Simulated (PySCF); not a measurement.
Computed IR spectrum (relative IR intensity) of a molecule C5H9N. Coordinates come from a B3LYP-D3(BJ)/def2-SVP optimisation. The values are those of a single conformer. Computed with B3LYP-D3(BJ)/def2-SVP (PySCF). Harmonic, unscaled wavenumbers; measured fundamentals usually lie a few per cent lower.

```
ν (cm⁻¹)  relative intensity
--------  ------------------
112                      5.7
477                      6.2
521                      8.0
734                      2.6
859                       18
869                       35
892                      3.6
928                      5.7
1005                     4.2
1147                      10
1291                      36
1364                     2.2
1384                      13
1410                     4.5
1442                      19
1445                     2.5
1450                     8.1
1463                     7.1
1691                      42
1766                     100
2991                      34
3023                      11
3027                      16
3087                     8.3
3095                    10.0
3142                      10
3149                     8.8
3248                     7.2
```

Q: Which molecule gave these data?
A) CC#C[C@@H](C)N
B) C=C(C)/N=C/C
C) CC[C@@H](C)C#N
D) CCC=C=CN

A: B, C=C(C)/N=C/C
